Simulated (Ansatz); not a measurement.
Cost and result for the atomization energy of C$_{4}$H$_{6}$F$_{2}$O, SMILES `F[C@@H]1CC[C@H](F)O1` (13 atoms, 13 bonds).

```xyz
13

F    -0.6590    0.9772   -2.0132
C     0.1903    0.9158   -0.9357
C    -0.6067    0.8108    0.3626
C    -0.0341   -0.4324    1.0383
C     0.5337   -1.1952   -0.1383
F    -0.4579   -1.9548   -0.7245
O     0.9818   -0.2301   -1.0267
H     0.8482    1.7837   -1.0161
H    -1.6577    0.6802    0.1037
H    -0.5137    1.7105    0.9694
H    -0.7696   -1.0212    1.5845
H     0.7807   -0.1758    1.7185
H     1.3640   -1.8689    0.0775
```

Total charge 0; spin multiplicity 1. All single points use the PBE0-D4/def2-TZVP geometry. Program: Ansatz. All runs use 4 threads of an Arm Neoverse V2 on a shared host. Times are those of one run each, without the atoms' runs, and a repeat can differ threefold. Electronic energies, without spin–orbit coupling; frozen cores. CCSD(T)/CBS adds CCSD(T) − MP2 in def2-TZVPP to the MP2 limit, and its time is that of the two runs behind it. T1 = 0.012. B3LYP takes the VWN-RPA correlation (the form of Gaussian; ORCA's B3LYP/G). HSE06 is the plane-wave form, built on full-range PBE exchange.

CCSD(T)/CBS is a level of theory with its own doubt, some kJ/mol a heavy atom from the limit and from the frozen cores, so smaller differences don't rank the functionals.

| level | functions | wall time | atomization (kJ/mol) | difference from CCSD(T)/CBS | per bond |
| --- | --- | --- | --- | --- | --- |
| BLYP-D4/def2-TZVPP | 301 | 2.5 s | 5425.8 | -3.4 | -0.3 |
| PBE-D4/def2-TZVPP (with forces) | 301 | 3 s | 5616.4 | 187.2 | 14.4 |
| BHLYP-D4/def2-TZVPP | 301 | 3.7 s | 5215.3 | -213.9 | -16.5 |
| HSE06-D4/def2-TZVPP | 301 | 4 s | 5487.8 | 58.6 | 4.5 |
| CAM-B3LYP-D4/def2-TZVPP | 301 | 4.2 s | 5464.9 | 35.7 | 2.7 |
| r2SCAN-D4/def2-TZVPP (with forces) | 301 | 6 s | 5460.1 | 30.9 | 2.4 |
| B3LYP-D4/def2-TZVPP (with forces) | 301 | 6.5 s | 5413.3 | -15.9 | -1.2 |
| r2SCANh-D4/def2-TZVPP | 301 | 6.5 s | 5416.6 | -12.6 | -1.0 |
| ωB97M-V/def2-TZVPP (with forces) | 301 | 13 s | 5455.6 | 26.4 | 2.0 |
| CCSD(T)/def2-SVP | 128 | 18 s | 5195.1 | -234.1 | -18.0 |
| MP2/def2-QZVPP | 579 | 38 s | 5518.7 | 89.5 | 6.9 |
| CCSD(T)/def2-TZVPP | 301 | 19 min | 5295.1 | -134.1 | -10.3 |
| CCSD(T)/CBS(def2) | – | 19 min | 5429.2 | 0.0 | 0.0 |

In def2-TZVPP, CCSD(T) changes the Hartree–Fock value by +1403.2 kJ/mol (the triples alone add +92.8 kJ/mol) and MP2 by +1548.1 kJ/mol; breaking electron pairs costs correlation energy, which Hartree–Fock lacks. At CCSD(T), def2-SVP lies −234.1 kJ/mol from the extrapolated value and def2-TZVPP −134.1 kJ/mol: correlation converges slowly with the basis, and small sets miss more of it in the bonded molecule than in its fragments. The D4 term adds +40.9 kJ/mol with B3LYP and +21.4 kJ/mol with PBE0; it sums over pairs of atoms, weighted by their polarisabilities, and B3LYP, whose exchange is more repulsive, gets the larger term.
